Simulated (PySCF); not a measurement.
Si(H)(Cl)(OH)(OEt) (C2H7ClO2Si), SMILES CCO[SiH](O)Cl.

The structure is a stationary point at PBE0-D3(BJ)/def2-SVP. The values are those of a single conformer.

All values below come from PBE0/def2-TZVP (PySCF).

Isolated molecule, no solvent.

Computed frontier levels, gap, dipole moment and polarisability:
```json
{
  "highest_occupied_level": "-8.51 eV",
  "lowest_empty_level": "0.71 eV",
  "orbital_gap": "9.22 eV",
  "dipole_moment": "0.373 e·Å",
  "quadrupole, principal values (traceless, Buckingham form, about the centre of nuclear charge)": "-5.60, -1.75, 7.34 D·Å",
  "mean_static_polarisability": "66.4 bohr³ (9.83 Å³)",
  "polarisability_principal_values": "59.2, 66.5, 73.4 bohr³"
}
```
